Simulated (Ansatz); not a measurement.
Reaction (cleavage of the Si–Al bond): `C=C[SiH2][AlH2]` + `BN` → `BN[SiH2]C=C` + `[AlH3]`

Program: Ansatz. Geometries: PBE0-D4/def2-TZVP. ΔE: electronic, gas phase. CCSD(T)/CBS is the MP2 limit (def2-TZVPP, def2-QZVPP) plus CCSD(T) − MP2 in def2-TZVPP, frozen cores. This one scheme is used for every species. Functionals use def2-TZVPP. B3LYP here is the variant with VWN-RPA as its local correlation; programs differ in this. One conformer a species, not always the lowest.

Task: Is it downhill or uphill in electronic energy at CCSD(T)/CBS, and by how much? (Best estimate.)

Result: The calculation gave: Downhill: ΔE = -10.4 kcal/mol.

Task: What do these levels give: revPBE-D4, B3LYP-D4, r2SCAN0-D4, BLYP, B3LYP, CCSD/def2-SVP? (Best estimate.)

Result: The calculation gave: revPBE-D4 -5.8, B3LYP-D4 -9.7, r2SCAN0-D4 -9.0, BLYP -7.5, B3LYP -8.8, CCSD/def2-SVP -9.2 kcal/mol.

Largest T1 diagnostic among the species: 0.012.

Leaving LDA and LC-ωPBE aside and taking each functional with its dispersion term where it has one, the values, not all of them listed here, spread over 7.0 kcal/mol, from BHLYP-D4 to PBE-D4. LDA lies −1.2 kcal/mol from PBE without D4. From BLYP to BHLYP (50 % exact exchange), in def2-TZVPP and without D4, ΔE moves by −3.8 kcal/mol.
